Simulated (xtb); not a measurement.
CaH2O2, SMILES [OH][Ca][OH]. All values are semi-empirical tight-binding results from xtb (GFN2-xTB unless named), good for trends rather than for accurate numbers. Geometry optimised at GFN2-xTB. The values are those of a single conformer.

For metal compounds this method's bond lengths and energies can be far off.

The point group as xtb finds it is C2v, the orbital gap is 2.17 eV and the zero-point energy comes out as 13.5 kcal/mol. The G − E(el) at 298.15 K (modified RRHO) comes out as -4.1 kcal/mol.
